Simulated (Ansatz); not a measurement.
C₂H₇Bi (SMILES [CH3][BiH][CH3]), singlet, geometry from GFN2-xTB (such geometries of metal compounds can be far from the true shape) (core potentials on Bi); PBE/def2-SVPD run with Ansatz (an electronic-structure program).

Input for Ansatz:
Ansatz 0.2 input:
```yaml
crystal:
  periodic: [false, false, false]
  atoms:
    - {symbol: Bi, position_ang: [-0.08725317, -0.14263129, 0.24061278]}
    - {symbol: H, position_ang: [-0.88743905, -1.33521508, -0.81125595]}
    - {symbol: C, position_ang: [1.79521581, -0.20448022, -1.02921104]}
    - {symbol: H, position_ang: [2.29265465, -1.15788285, -0.91059925]}
    - {symbol: H, position_ang: [2.46701313, 0.58862497, -0.72654505]}
    - {symbol: H, position_ang: [1.52819975, -0.06957223, -2.06689495]}
    - {symbol: C, position_ang: [-0.94677210, 1.57912492, -0.96598516]}
    - {symbol: H, position_ang: [-2.01945131, 1.62665202, -0.83349607]}
    - {symbol: H, position_ang: [-0.72436540, 1.42587524, -2.01164610]}
    - {symbol: H, position_ang: [-0.50526062, 2.51204682, -0.63924659]}
basis:
  gaussian:
    orbitals: def2-SVPD
hamiltonian:
  xc: pbe
```

Problem. What does Ansatz print? Leave out banner, timings and long lists.

Solution. 
```
Functional definition: PBE
1114 factors; their error is unknown
mean field evaluation 1: about -8007.6438 eV, gradient 7.9e1 eV
mean field evaluation 2: about -7966.3388 eV, gradient 1.3e2 eV
mean field evaluation 4: about -8023.8321 eV, gradient 6.7e0 eV
mean field evaluation 8: about -8024.0042 eV, gradient 1.1e-1 eV
mean field evaluation 16: about -8023.9683 eV, gradient 1.5e-4 eV
mean field -8023.96828768 eV, -294.8753957314 hartree, gradient 1.7e-5 eV, S^2 0.000000; 0 other end points of the search recorded, 0 dependent functions left out
reference -8023.96833243 eV, -294.8753973757 hartree; 21, 21 occupied and 107, 107 virtual orbitals, 1114 factors
Total energy: -8023.96833243 eV, -294.8753973757 hartree
```
